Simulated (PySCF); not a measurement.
# Fractional electron number in Sc²⁺ (scandium, charge +2)

The 3d alpha orbital of [Ar] 3d1 is emptied in steps (occupation f), with all orbitals relaxed, ending at [Ar]. Calculation: PySCF 2.14, in x2c-TZVPall; the spin-free X2C one-electron Hamiltonian (Gaussian nucleus). The exact energy is a straight line in f; departures are measured from the line between the end points of the same method.

| f | BHandHLYP (eV) | wB97X (eV) | BLYP (eV) |
| --- | --- | --- | --- |
| 1 | 0.000 | 0.000 | 0.000 |
| 0.8 | -0.489 | -0.368 | -1.082 |
| 0.6 | -0.735 | -0.557 | -1.641 |
| 0.4 | -0.737 | -0.562 | -1.656 |
| 0.2 | -0.493 | -0.379 | -1.114 |
| 0 | 0.000 | 0.000 | 0.000 |

```json
{"method": "BHandHLYP", "E(f=0) − E(f=1) (eV)": "24.993", "−ε at f=1 (eV)": "21.948", "−ε at f=0.4 (eV)": "25.597"}
{"method": "wB97X", "E(f=0) − E(f=1) (eV)": "24.839", "−ε at f=1 (eV)": "22.567", "−ε at f=0.4 (eV)": "25.280"}
{"method": "BLYP", "E(f=0) − E(f=1) (eV)": "25.277", "−ε at f=1 (eV)": "18.591", "−ε at f=0.4 (eV)": "26.582"}
```

Orbital energy along the path (eV):

```json
{"f": "1", "BHandHLYP": "-21.948", "wB97X": "-22.567", "BLYP": "-18.591"}
{"f": "0.8", "BHandHLYP": "-23.153", "wB97X": "-23.442", "BLYP": "-21.158"}
{"f": "0.6", "BHandHLYP": "-24.370", "wB97X": "-24.348", "BLYP": "-23.827"}
{"f": "0.4", "BHandHLYP": "-25.597", "wB97X": "-25.280", "BLYP": "-26.582"}
{"f": "0.2", "BHandHLYP": "-26.834", "wB97X": "-26.238", "BLYP": "-29.408"}
{"f": "0", "BHandHLYP": "-28.087", "wB97X": "-27.231", "BLYP": "-32.290"}
```

Reference removal energy between the ground levels: 24.757 eV (measured; NIST Atomic Spectra Database, ionization energies). The calculation has no spin-orbit coupling.
